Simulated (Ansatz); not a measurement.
Ansatz (a program for electronic structure) input:

Ansatz 0.2 input:
```yaml
crystal:
  periodic: [false, false, false]
  atoms:
    - {symbol: Ta, position_ang: [0.01867734, 0.00040845, 0.00123269]}
    - {symbol: H, position_ang: [-0.87375199, -0.63701980, 1.37772159]}
    - {symbol: H, position_ang: [-0.86491936, 1.41459146, 0.56409135]}
    - {symbol: H, position_ang: [-0.72092265, -1.44927207, -0.66875596]}
    - {symbol: H, position_ang: [-0.71209002, 0.60233918, -1.48238620]}
    - {symbol: H, position_ang: [1.80823832, 0.03954417, 0.11934263]}
basis:
  gaussian:
    orbitals: def2-SVPD
magnetization: {spin_polarized: false}
correlation: {method: ccsd_t, electrons: outside_noble_gas}
output: {forces: true}
```

Question: Which total energy does the run end on?

Answer: -59.37136 Eh (CCSD(T)/def2-SVPD). The basis has 75 functions.
